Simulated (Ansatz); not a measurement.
One change: `[Cl][GeH2][Cl]` becomes `[Cl][GeH2][I]`.

Ansatz, PBE0-D4/def2-TZVP geometries, multiplicity 1. 

Elements past krypton have def2 core potentials. Scalar relativity is left out up to krypton. Spin–orbit coupling is left out; it splits and shifts lone-pair levels of the heavy atoms by tenths of an eV.

| property | `[Cl][GeH2][Cl]` |
| --- | --- |
| HOMO energy (ωB97M-V/def2-TZVPP) / eV | -11.24 |
| LUMO energy (ωB97M-V/def2-TZVPP) / eV | 1.31 |
| ideal-gas entropy at 298 K and 1 bar (rigid rotor, harmonic PBE0-D4/def2-TZVP) / J/(mol·K) | 301 |
| HOMO–LUMO gap (PBE/def2-TZVPP) / eV | 5.96 |
| size of the dipole moment (ωB97M-V/def2-TZVPP) / D | 1.96 |
| HOMO energy (PBE/def2-TZVPP) / eV | -7.63 |

**Question.** What does the change do to each property? (An estimate is asked.)

**Answer.** Computed: 
| property | `[Cl][GeH2][I]` | shift |
| --- | --- | --- |
| HOMO energy (ωB97M-V/def2-TZVPP) / eV | -10.03 | 1.21 |
| LUMO energy (ωB97M-V/def2-TZVPP) / eV | 0.40 | -0.91 |
| ideal-gas entropy at 298 K and 1 bar (rigid rotor, harmonic PBE0-D4/def2-TZVP) / J/(mol·K) | 327 | 26 |
| HOMO–LUMO gap (PBE/def2-TZVPP) / eV | 4.42 | -1.54 |
| size of the dipole moment (ωB97M-V/def2-TZVPP) / D | 1.65 | -0.31 |
| HOMO energy (PBE/def2-TZVPP) / eV | -6.75 | 0.88 |

With PBE0 the HOMO rises by 1.11 eV and the LUMO falls by 0.78 eV, so the gap narrows by about 1.89 eV. PBE moves the HOMO by 0.88 eV and ωB97M-V by 1.21 eV. Dipoles are sizes alone; their direction can turn.
